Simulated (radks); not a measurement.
P0.7+, 14.3 electrons, occupied as [Ne] 3s(up 1, down 0.3) 3p3 (fractional occupations, a model configuration).

Method: non-relativistic Kohn-Sham, PBE, spin-polarised, spherical densities, point nucleus; open shells are filled with parallel spins first; computed with a radial shooting solver on a logarithmic mesh with Libxc functionals.

Energy parts (eV):
| part | energy |
|---|---|
| total | -9271.819 |
| kinetic | 9260.019 |
| electron-nucleus | -21973.438 |
| Hartree | 4063.633 |
| exchange-correlation | -622.032 |

Orbitals (lengths in bohr, moments of r in powers of bohr; r(max) is where P^2 peaks):
orbital  occ.  eigenvalue (eV)      <r^4>   r(max)
1s up       1        -2085.588  0.0005460  0.06803
1s down     1        -2085.115  0.0005457  0.06803
2s up       1        -180.8086     0.1934   0.4204
2s down     1        -180.2489     0.1917   0.4207
2p up       3        -132.3194     0.1933   0.3545
2p down     3        -131.6322     0.1903   0.3550
3s up       1         -21.9549      24.07    1.558
3s down   0.3         -17.8759      26.45    1.529
3p up       3         -12.9655      49.83    1.756
3p down     0          -9.0697      68.63    1.756

The highest occupied level is 3p up at -12.966 eV. Summed over all electrons, <r^2> = 23.46 bohr^2, which gives a Langevin (diamagnetic) susceptibility term of -18.6 x 10^-6 cm^3/mol. Virial ratio -V/T = 2.00127. Spin moment in Bohr magnetons: 3.7. The electron density at the nucleus is 2187 e/bohr^3. The density falls to 0.001 e/bohr^3 at r = 3.95 bohr. The spin density at the nucleus is 4.834 e/bohr^3 (1s -0.153, 2s 0.095, 3s 4.892), a Fermi contact field of 253 T.
